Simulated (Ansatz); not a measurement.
`CO[SiH2][SiH3]` + `[OH]`• → `CO[SiH][SiH3]`• + H₂O at 500 K and 1 bar (hydrogen abstraction from the Si–H bond).

Computed with Ansatz on PBE0-D4/def2-TZVP structures; ΔE is electronic, products minus reactants. CBS: MP2 limit from def2 TZ/QZ plus the TZ coupled-cluster correction, frozen cores. This one scheme is used for every species. Open shells (•) are unrestricted, without spin–orbit coupling. One conformer a species, not always the lowest.

```tsv
species	CCSD(T)/CBS energy (Eh)	H − E (kJ/mol)	S (J/(mol·K))
`CO[SiH2][SiH3]`	-696.20864	271.2	431.8
`[OH]`•	-75.67771	37.0	199.0
`CO[SiH][SiH3]`•	-695.55772	245.4	432.1
H₂O	-76.37941	73.2	206.3
```

H − E and S are ideal-gas, rigid-rotor, harmonic terms from PBE0-D4/def2-TZVP, for one conformer and one mirror image of each species, with the whole ground term of open shells counted as degenerate. 1 Eh = 2625.50 kJ/mol, R = 8.31446 J/(mol·K).

Task: By hand: ΔE, ΔH, ΔS and ΔG.

Result: ΔE = (-695.55772) + (-76.37941) − (-696.20864) − (-75.67771) = -0.05078 Eh = -133.3 kJ/mol. Δ(H − E) = 245.4 + 73.2 − 271.2 − 37.0 = 10.4, so ΔH = -122.9 kJ/mol. ΔS = 432.1 + 206.3 − 431.8 − 199.0 = 7.6 J/(mol·K). ΔG = -122.9 − 500 × (7.6)/1000 = -126.7 kJ/mol.

Task: By hand: the equilibrium constant, and the temperature at which ΔG would vanish if ΔH and ΔS stayed fixed.

Result: log₁₀ K = −ΔG/(RT ln 10) = 13.2. ΔH and −TΔS have one sign here, so there is no such temperature.

The number of gas molecules stays the same, so ΔS is small and ΔH decides. A doubt of 5 kJ/mol in ΔE shifts log₁₀ K by 0.5 here. Other conformers and mirror images would add mixing entropy, several J/(mol·K) or more a flexible species. These are equilibria of isolated gas molecules and say nothing of rates. Largest T1 diagnostic: 0.015 (customary marks: 0.02 for closed shells, 0.045 for open ones).

ΔS is within the doubt of such terms, so its sign, and with it that verdict, could turn.
